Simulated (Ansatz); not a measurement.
`O[SiH2]SC[SiH3]` + `OC[TeH]` → `[SiH3]OC[TeH]` + `CS[SiH2]O`  (ligand exchange at the Si–C bond)

Computed with Ansatz on PBE0-D4/def2-TZVP structures; ΔE is electronic, products minus reactants. CCSD(T)/CBS is the MP2 limit (def2-TZVPP, def2-QZVPP) plus CCSD(T) − MP2 in def2-TZVPP, frozen cores. Functionals use def2-TZVPP. B3LYP here is the variant with VWN-RPA as its local correlation; programs differ in this. Elements past krypton have def2 core potentials. For Te outer-core shells are correlated without core-valence functions, which leaves a few kJ/mol of doubt a bond. One conformer a species, not always the lowest.

```json
{"level": "r2SCAN-D4", "ΔE (kcal/mol)": "-22.8"}
{"level": "B3LYP", "ΔE (kcal/mol)": "-24.3"}
```

(1) What does CCSD(T)/CBS give? (Estimate.)

Largest T1 diagnostic among the species: 0.012.

Answers

(1) Ansatz gave: -23.0 kcal/mol. The listed levels differ from it by 0.2, -1.3 kcal/mol.

In def2-TZVPP, CCSD(T) changes the Hartree–Fock value by +4.3 kcal/mol (the triples alone add +0.6 kcal/mol) and MP2 by +3.7 kcal/mol. From PBE to PBE0 (25 % exact exchange), in def2-TZVPP and without D4, ΔE moves by −0.8 kcal/mol.
